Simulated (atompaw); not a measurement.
## Before and after: PAW (atompaw) potential for carbon

carbon, PAW, made with atompaw 4.2.0.5 (LDA (PW92), scalar-relativistic). Core [He], reference 2s2 2p1 (charge +1). Waves: 2s (bound): rc 2.90 bohr; 2s channel at 2.7 Ry: rc 2.90 bohr; 2p (bound): rc 2.90 bohr; 2p channel at -0.85 Ry: rc 2.90 bohr. Local part: troulliermartins scheme with l = 2 at -0.5 Ry, radius 2.80 bohr. Core correction: smooth core density matched at 2.60 bohr. Augmentation charge: sinc compensation charge, radius 2.55 bohr; PAW radius 2.90 bohr; waves and projectors: custom polynom2 7 10 vanderbiltortho.

Change: wave 2p channel at -0.85 Ry: rc 2.90 bohr becomes 2p channel at -0.85 Ry: rc 1.64 bohr.

Cutoffs: the cutoffs (Ry, on a coarse ladder) from which the occupation-weighted sum of valence levels, in a spherical-Bessel basis at the reference potential, stays within 10 and 1 mRy of its value at 400 Ry; they do not see the model core or the augmentation charge, which bear on the density cutoff.

Question: What does the change do?

Answer: The potential gets neither clearly harder nor softer (10 Ry and 25 Ry → 10 Ry and 25 Ry); the s channel sets the loose cutoff, while the largest relative change is in p, which becomes softer; neither file shows a bound ghost.

| quantity | base | changed |
| --- | --- | --- |
| cutoff, loose | 10 Ry | 10 Ry |
| cutoff, tight | 25 Ry | 25 Ry |
| loose cutoff by channel (10 mRy a level) | s 6 Ry, p 8 Ry | s 6 Ry, p 6 Ry |
| bound ghosts | none | none |
| s: phases at 2.92 bohr within 0.05 rad from the reference energy up to (Ry; the scan ends near 5) | -1.3 | -1.3 |
| p: phases at 2.92 bohr within 0.05 rad from the reference energy up to (Ry; the scan ends near 5) | 0.2 | 0.3 |
| lowest overlap eigenvalue by channel | s 0.63, p 0.91 | s 0.63, p 0.17 |

 The cutoffs see the waves, projectors and local potential, not the compensation charge or the core.
